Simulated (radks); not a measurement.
Values are calculated unless marked as measured or tabulated.
Q: These are the eigenvalues of the occupied orbitals of an atom or ion with whole-number occupations (hartree). Code: a radial shooting solver on a logarithmic mesh with Libxc functionals. Model: Dirac Kohn-Sham, BLYP, spin-unpolarised, spherical densities, finite nucleus; Fermi nuclear charge, rms radius of each element as measured or else 0.836 A^(1/3) + 0.57 fm.

| orbital | eigenvalue |
|---|---|
| 1s1/2 | -66.47972 |
| 2s1/2 | -5.90211 |
| 2p1/2 | -4.31255 |
| 2p3/2 | -4.28858 |
| 3s1/2 | -1.04659 |

Which element is it, and in what charge state? The configuration may be excited. Open shells, if any, fill j = l - 1/2 first.

A: Z = 14, silicon, charge +2: Si2+ in [Ne] 3s2. The list shows which subshells hold electrons but not how many an open one holds; the 1s level, -66.48 hartree, gives Z - s = 11.5 by -(Z - s)^2/2, which with screening and relativity narrows Z to a few neighbours, and the depths of the outer levels then fix element, charge and occupations together.
